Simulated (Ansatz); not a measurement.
`[NH2][GeH2][F]` + H₂ → `[NH2][GeH3]` + H–F at 600 K and 1 bar (hydrogenolysis of a Ge–F bond).

Isolated molecules relaxed with PBE0-D4/def2-TZVP in Ansatz; ΔE leaves out vibrations. CCSD(T)/CBS is the MP2 limit (def2-TZVPP, def2-QZVPP) plus CCSD(T) − MP2 in def2-TZVPP, frozen cores. This one scheme is used for every species. For Ge outer-core shells are correlated without core-valence functions, which leaves a few kJ/mol of doubt a bond. Scalar relativity is left out up to krypton. Each species was taken in one conformer, which may not be the lowest.

```
         species  CCSD(T)/CBS energy (Eh)  H − E (kJ/mol)  S (J/(mol·K))
`[NH2][GeH2][F]`              -2233.06137           159.6          359.2
              H₂                 -1.17544            43.9          150.8
   `[NH2][GeH3]`              -2133.81884           167.5          333.3
             H–F               -100.39570            42.3          194.0
```

H − E and S are ideal-gas, rigid-rotor, harmonic terms from PBE0-D4/def2-TZVP, for one conformer and one mirror image of each species. The MP2-based limit puts H₂ 0.8 mEh under its directly extrapolated value; such offsets cancel only in part. 1 Eh = 2625.50 kJ/mol, R = 8.31446 J/(mol·K).

By hand: ΔE, ΔH, ΔS and ΔG.

ΔE = (-2133.81884) + (-100.39570) − (-2233.06137) − (-1.17544) = 0.02227 Eh = 58.5 kJ/mol. Δ(H − E) = 167.5 + 42.3 − 159.6 − 43.9 = 6.3, so ΔH = 64.8 kJ/mol. ΔS = 333.3 + 194.0 − 359.2 − 150.8 = 17.3 J/(mol·K). ΔG = 64.8 − 600 × (17.3)/1000 = 54.4 kJ/mol.

By hand: the equilibrium constant, and the temperature at which ΔG would vanish if ΔH and ΔS stayed fixed.

log₁₀ K = −ΔG/(RT ln 10) = -4.7. ΔG = 0 at ΔH/ΔS = 3746 K, far beyond where these terms or the molecules hold.

ΔH outweighs TΔS. A doubt of 5 kJ/mol in ΔE shifts log₁₀ K by 0.4 here. Other conformers and mirror images would add mixing entropy, several J/(mol·K) or more a flexible species. These are equilibria of isolated gas molecules and say nothing of rates. Largest T1 diagnostic: 0.011 (customary marks: 0.02 for closed shells, 0.045 for open ones).
